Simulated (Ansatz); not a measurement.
H8OSSi3, SMILES `O[SiH2][SiH]([SiH3])S`, charge 0, multiplicity 1.

Question: Give a relaxed structure at PBE0-D4/def2-TZVP (Ansatz). (Estimate.)

Answer: The calculation gave: 
```xyz
13

O     1.9646    1.2948   -1.4178
Si    1.4987   -0.1094   -0.6719
Si   -0.7975    0.1541   -0.3248
Si   -1.5898   -1.2470    1.3700
S    -1.0693    2.1793    0.3386
H     2.8999    1.4331   -1.5739
H     1.8112   -1.3007   -1.5138
H     2.2094   -0.2832    0.6274
H    -1.5499   -0.1194   -1.5836
H    -3.0012   -0.9185    1.7048
H    -1.5221   -2.6628    0.9159
H    -0.7522   -1.0891    2.5877
H    -0.1018    2.6690   -0.4584
```
This is one stationary point; other conformers may exist.
